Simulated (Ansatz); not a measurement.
Gas-phase electronic energies from Ansatz, PBE0-D4/def2-TZVP geometries. CCSD(T)/CBS is the MP2 limit (def2-TZVPP, def2-QZVPP) plus CCSD(T) − MP2 in def2-TZVPP, frozen cores. Functionals use def2-TZVPP. B3LYP here is the variant with VWN-RPA as its local correlation; programs differ in this. def2 core potentials past Kr. For Te outer-core shells are correlated without core-valence functions, which leaves a few kJ/mol of doubt a bond. One conformer a species, not always the lowest.

Reaction (formal exchange of groups at a Te–Si bond): `C[SiH](N)[TeH]` + `C[CH2][AlH2]` → `C[CH2][AlH][TeH]` + `C[SiH2]N`

| level | ΔE (kJ/mol) | difference from CCSD(T)/CBS |
| --- | --- | --- |
| PBE-D4 | -62.7 | 3.1 |
| r2SCAN-D4 | -66.4 | -0.6 |
| PBE0-D4 | -63.9 | 1.9 |
| B3LYP-D4 | -62.0 | 3.8 |
| ωB97X-V | -62.2 | 3.6 |
| ωB97M-V | -62.9 | 2.9 |
| B2PLYP | -66.7 | -0.9 |
| PBE | -64.9 | 0.9 |
| r2SCAN | -66.7 | -0.9 |
| PBE0 | -65.7 | 0.1 |
| B3LYP | -65.9 | -0.1 |
| HF/def2-TZVPP | -68.7 | -2.9 |
| MP2/def2-TZVPP | -67.2 | -1.4 |
| SCS-MP2/def2-TZVPP | -66.8 | -1.0 |
| CCSD/def2-TZVPP | -67.7 | -1.9 |
| CCSD(T)/def2-TZVPP | -68.0 | -2.2 |
| HF/def2-QZVPP | -68.0 | -2.2 |
| MP2/def2-QZVPP | -65.7 | 0.1 |
| SCS-MP2/def2-QZVPP | -65.4 | 0.4 |
| HF/CBS(def2) | -67.9 | -2.1 |
| MP2/CBS(def2) | -65.0 | 0.8 |
| CCSD/CBS(def2) | -65.5 | 0.3 |
| CCSD(T)/CBS | -65.8 | 0 |

Largest T1 diagnostic among the species: 0.010.

The D4 term adds +3.9 kJ/mol with B3LYP and +1.8 kJ/mol with PBE0; it sums over pairs of atoms, weighted by their polarisabilities, and B3LYP, whose exchange is more repulsive, gets the larger term.
